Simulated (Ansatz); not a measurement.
The inner images of a band of CH2OSe (5 atoms, charge 0, multiplicity 1) are given out of order.

Theory: RKS PBE0-D4/def2-mTZVP (Ansatz 0.2.0).

Initial state:

```xyz
5
Properties=species:S:1:pos:R:3
O -0.567 -0.856 -0.069
C 0.259 0.178 0.074
Se 1.764 0.108 0.973
H -1.334 -0.598 -0.600
H -0.072 1.094 -0.419
```

Final state:

```xyz
5
Properties=species:S:1:pos:R:3
O -0.895 -0.354 -0.424
C 0.151 0.361 -0.049
Se 1.507 -0.204 0.926
H -0.787 -1.253 -0.067
H 0.074 1.378 -0.427
```

Put them in order from the first end to the last, with their energies above the first end.
A.
```xyz
5
Properties=species:S:1:pos:R:3
O -0.900 -0.515 0.112
C 0.182 0.296 0.094
Se 1.739 -0.083 0.798
H -0.964 -1.046 -0.693
H -0.008 1.274 -0.352
```
B.
```xyz
5
Properties=species:S:1:pos:R:3
O -0.978 -0.341 -0.134
C 0.162 0.334 0.041
Se 1.644 -0.140 0.859
H -0.839 -1.252 -0.416
H 0.060 1.325 -0.392
```
C.
```xyz
5
Properties=species:S:1:pos:R:3
O -0.950 -0.324 -0.291
C 0.154 0.348 0.001
Se 1.581 -0.166 0.898
H -0.811 -1.281 -0.238
H 0.076 1.349 -0.412
```
D.
```xyz
5
Properties=species:S:1:pos:R:3
O -0.960 -0.410 0.012
C 0.172 0.317 0.072
Se 1.698 -0.114 0.821
H -0.888 -1.169 -0.577
H 0.029 1.303 -0.368
```
E.
```xyz
5
Properties=species:S:1:pos:R:3
O -0.730 -0.710 0.121
C 0.214 0.239 0.104
Se 1.772 0.023 0.876
H -1.160 -0.799 -0.740
H -0.047 1.173 -0.402
```
F.
```xyz
5
Properties=species:S:1:pos:R:3
O -0.819 -0.613 0.144
C 0.197 0.271 0.101
Se 1.756 -0.029 0.838
H -1.059 -0.927 -0.738
H -0.024 1.224 -0.387
```
G.
```xyz
5
Properties=species:S:1:pos:R:3
O -0.643 -0.795 0.044
C 0.235 0.205 0.097
Se 1.780 0.071 0.919
H -1.255 -0.682 -0.696
H -0.067 1.127 -0.406
```

G (+0.06 eV), E (+0.19 eV), F (+0.35 eV), A (+0.42 eV), D (+0.33 eV), B (+0.10 eV), C (-0.14 eV).

The run took 9.4 min on 1 thread of Intel(R) Xeon(R) Processor @ 2.50GHz (Skylake/Cascade Lake), on a shared host, peak memory 0.17 GiB.
